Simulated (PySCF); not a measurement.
H$_{4}$AsSi (SMILES [SiH3][AsH]), doublet, geometry from GFN2-xTB; PBE/STO-3G run with PySCF.

The PySCF input:
```python
from pyscf import gto, scf, dft

mol = gto.Mole()
mol.atom = '''
    Si   -1.40329534   -0.53462063    0.03897477
    As    0.72861432    0.32423351   -0.02335434
    H    -1.67313328   -1.31833068    1.25215617
    H    -2.36838393    0.56910308    0.00592110
    H    -1.70511391   -1.41474898   -1.09857261
    H     1.34849332   -1.05104054    0.06554169
'''
mol.basis = 'sto-3g'
mol.spin = 1
mol.verbose = 4
mol.build()

mf = dft.UKS(mol)
mf.xc = 'pbe'
mf.kernel()
```

It wrote (shortened):

```
PySCF version 2.14.0

[INPUT] verbose = 4
[INPUT] num. atoms = 6
[INPUT] num. electrons = 51
[INPUT] charge = 0
[INPUT] spin (= nelec alpha-beta = 2S) = 1
[INPUT] symmetry False subgroup None
[INPUT] Mole.unit = angstrom
[INPUT] Symbol           X                Y                Z      unit          X                Y                Z       unit  Magmom
[INPUT]  1 Si    -1.403295340000  -0.534620630000   0.038974770000 AA   -2.651843864478  -1.010286571242   0.073651641068 Bohr   0.0
[INPUT]  2 As     0.728614320000   0.324233510000  -0.023354340000 AA    1.376881515236   0.612712534306  -0.044133306420 Bohr   0.0
[INPUT]  3 H     -1.673133280000  -1.318330680000   1.252156170000 AA   -3.161763669095  -2.491283926812   2.366232226484 Bohr   0.0
[INPUT]  4 H     -2.368383930000   0.569103080000   0.005921100000 AA   -4.475596985521   1.075448957846   0.011189257356 Bohr   0.0
[INPUT]  5 H     -1.705113910000  -1.414748980000  -1.098572610000 AA   -3.222198301086  -2.673488107208  -2.076001360849 Bohr   0.0
[INPUT]  6 H      1.348493320000  -1.051040540000   0.065541690000 AA    2.548283055605  -1.986178766415   0.123855843841 Bohr   0.0

nuclear repulsion = 153.404945388132
number of shells = 17
number of NR pGTOs = 93
number of NR cGTOs = 31
basis = sto-3g
ecp = {}

******** <class 'pyscf.dft.uks.UKS'> ********
method = UKS
initial guess = minao
damping factor = 0
level_shift factor = 0
DIIS = <class 'pyscf.scf.diis.CDIIS'>
diis_start_cycle = 1
diis_space = 8
diis_damp = 0
SCF conv_tol = 1e-09
SCF conv_tol_grad = None
SCF max_cycles = 50
direct_scf = True
direct_scf_tol = 1e-13
number electrons alpha = 26  beta = 25
XC library pyscf.dft.libxc version 7.1.2
    S. Lehtola, C. Steigemann, M. J. T. Oliveira, and M. A. L. Marques,  SoftwareX 7, 1–5 (2018)
XC functionals = pbe
    J. P. Perdew, K. Burke, and M. Ernzerhof,  Phys. Rev. Lett. 77, 3865 (1996)
    J. P. Perdew, K. Burke, and M. Ernzerhof,  Phys. Rev. Lett. 78, 1396 (1997)
    J. P. Perdew, K. Burke, and M. Ernzerhof,  Phys. Rev. Lett. 77, 3865 (1996)
    J. P. Perdew, K. Burke, and M. Ernzerhof,  Phys. Rev. Lett. 78, 1396 (1997)
radial grids:
    Treutler-Ahlrichs [JCP 102, 346 (1995); DOI:10.1063/1.469408] (M4) radial grids

becke partition: Becke, JCP 88, 2547 (1988); DOI:10.1063/1.454033
pruning grids: <function nwchem_prune>
grids dens level: 3
symmetrized grids: False
atomic radii adjust function: <function treutler_atomic_radii_adjust>
small_rho_cutoff = 0
Set gradient conv threshold to 3.16228e-05
tot grids = 78840
init E= -2495.64974126518

cycle= 1 E= -2498.17800306158  delta_E= -2.53  |g|= 0.509  |ddm|= 1.95
cycle= 2 E= -2497.63796744204  delta_E= 0.54  |g|= 0.911  |ddm|= 3.13
cycle= 3 E= -2498.50739212718  delta_E= -0.869  |g|= 0.0948  |ddm|=  2.4
cycle= 4 E= -2498.5162108369  delta_E= -0.00882  |g|= 0.041  |ddm|= 0.253
cycle= 5 E= -2498.51783269864  delta_E= -0.00162  |g|= 0.0069  |ddm|=  0.1
cycle= 6 E= -2498.51788623506  delta_E= -5.35e-05  |g|= 0.00128  |ddm|= 0.0185
cycle= 7 E= -2498.51788816604  delta_E= -1.93e-06  |g|= 0.000311  |ddm|= 0.00374
cycle= 8 E= -2498.51788832088  delta_E= -1.55e-07  |g|= 5.1e-05  |ddm|= 0.00116
cycle= 9 E= -2498.51788832475  delta_E= -3.87e-09  |g|= 1.43e-05  |ddm|= 0.000185
cycle= 10 E= -2498.517888325  delta_E= -2.45e-10  |g|= 2.6e-06  |ddm|= 4.06e-05
Extra cycle  E= -2498.51788832501  delta_E= -7.28e-12  |g|= 1.48e-06  |ddm|= 1.24e-05
converged SCF energy = -2498.51788832501  <S^2> = 0.75161404  2S+1 = 2.0016134
```
